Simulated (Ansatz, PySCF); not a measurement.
Reaction (SMILES): CN (CH5N) [methanamine] -> C[NH-] + H+
Geometries: B3LYP-D3(BJ)/def2-TZVP minima from Ansatz (a first-principles code).

Wanted: gas-phase deprotonation energy (0 K, with B3LYP-D3(BJ) harmonic zero-point energies from PySCF), in kcal/mol. Valence correlation only, unless marked. Spin-orbit coupling is left out. Non-relativistic. Anions need diffuse functions: aug- sets have them; def2-D sets add few; the other sets have none. CBS marks a two-point X^-3 extrapolation of the correlation energy; Hartree-Fock from the larger set. [CCSD(T)-MP2]/basis is that difference in the basis named.

RI-MP2/CBS(aug-cc-pVTZ,aug-cc-pVQZ)+[CCSD(T)-MP2]/aug-cc-pVTZ (Ansatz) gives 401.0 kcal/mol.

Task: Another calculation gave 401.0 kcal/mol. Which level was it?
(A) BLYP/def2-TZVPD (Ansatz)
(B) HF/def2-TZVPD (PySCF)
(C) wB97X-V/def2-TZVPD (Ansatz)
(D) r2SCAN/def2-TZVPD (Ansatz)

Result: D, r2SCAN/def2-TZVPD (Ansatz). The others give 403.9 (wB97X-V), 396.1 (BLYP), 411.7 (HF) kcal/mol.
